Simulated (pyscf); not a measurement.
**`[CH-]=[O]`, singlet**

Gas-phase minimum from PySCF at ωB97X-D3(BJ)/def2-SVPD, one conformer. 

```
C
O 1 1.2473
H 1 1.2052 2 108.29
```
Charge -1, spin multiplicity 1.

Properties at ωB97X-D3(BJ)/def2-SVPD:

```yaml
harmonic_wavenumbers_unscaled: 1376, 1513, 1996 cm⁻¹
zero_point_energy: 7.0 kcal/mol
rotational_symmetry_number: 1
Entropy of this conformer at 298 K and 1 atm, rigid rotor and harmonic oscillator, modes under 100 cm⁻¹ raised to 100: 221.0 J/(mol K)
dipole_moment: depends on origin
```

Single-point totals, which compare only within one level (frozen core for MP2 and CC):

```
level                    total energy (hartree)
-----------------------  ----------------------
ωB97X-D3(BJ)/def2-TZVPD              -113.93307
PBE/def2-TZVPD                       -113.78133
r²SCAN/def2-TZVPD                    -113.84219
B3LYP-D3(BJ)/def2-TZVPD              -113.91380
PBE0-D3(BJ)/def2-TZVPD               -113.77420
M06-2X/def2-TZVPD                    -113.85712
ωB97M-D3(BJ)/def2-TZVPD              -113.93803
HF/def2-TZVPPD                       -113.26395
MP2/def2-TZVPPD                      -113.66651
CCSD/def2-TZVPPD                     -113.67429
CCSD(T)/def2-TZVPPD                  -113.69367
```

The CCSD(T) − MP2 part came from Ansatz, without density fitting, on the same reference.
